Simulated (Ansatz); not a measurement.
`[SiH3][SiH](Cl)Br` + H₂O → `O[SiH](Cl)Br` + SiH₄ at 600 K and 1 bar (formal hydrolysis of the Si–Si bond).

Computed with Ansatz on PBE0-D4/def2-TZVP structures; ΔE is electronic, products minus reactants. CBS: MP2 limit from def2 TZ/QZ plus the TZ coupled-cluster correction, frozen cores. This one scheme is used for every species. For Br outer-core shells are correlated without core-valence functions, which leaves a few kJ/mol of doubt a bond. Scalar relativity is left out up to krypton. Each species was taken in one conformer, which may not be the lowest.

```csv
species,CCSD(T)/CBS energy (Eh),H − E (kJ/mol),S (J/(mol·K))
`[SiH3][SiH](Cl)Br`,-3613.75019,154.9,452.3
H₂O,-76.37941,76.8,212.8
`O[SiH](Cl)Br`,-3398.70645,115.3,399.3
SiH₄,-291.46306,108.7,242.3
```

H − E and S are ideal-gas, rigid-rotor, harmonic terms from PBE0-D4/def2-TZVP, for one conformer and one mirror image of each species. 1 Eh = 2625.50 kJ/mol, R = 8.31446 J/(mol·K).

Problem. By hand: ΔE, ΔH, ΔS and ΔG.

Solution. ΔE = (-3398.70645) + (-291.46306) − (-3613.75019) − (-76.37941) = -0.03991 Eh = -104.8 kJ/mol. Δ(H − E) = 115.3 + 108.7 − 154.9 − 76.8 = -7.7, so ΔH = -112.5 kJ/mol. ΔS = 399.3 + 242.3 − 452.3 − 212.8 = -23.5 J/(mol·K). ΔG = -112.5 − 600 × (-23.5)/1000 = -98.4 kJ/mol.

Problem. By hand: the equilibrium constant, and the temperature at which ΔG would vanish if ΔH and ΔS stayed fixed.

Solution. log₁₀ K = −ΔG/(RT ln 10) = 8.6. ΔG = 0 at ΔH/ΔS = 4787 K, far beyond where these terms or the molecules hold.

ΔH outweighs TΔS. A doubt of 5 kJ/mol in ΔE shifts log₁₀ K by 0.4 here. Other conformers and mirror images would add mixing entropy, several J/(mol·K) or more a flexible species. These are equilibria of isolated gas molecules and say nothing of rates. Largest T1 diagnostic: 0.011 (customary marks: 0.02 for closed shells, 0.045 for open ones).
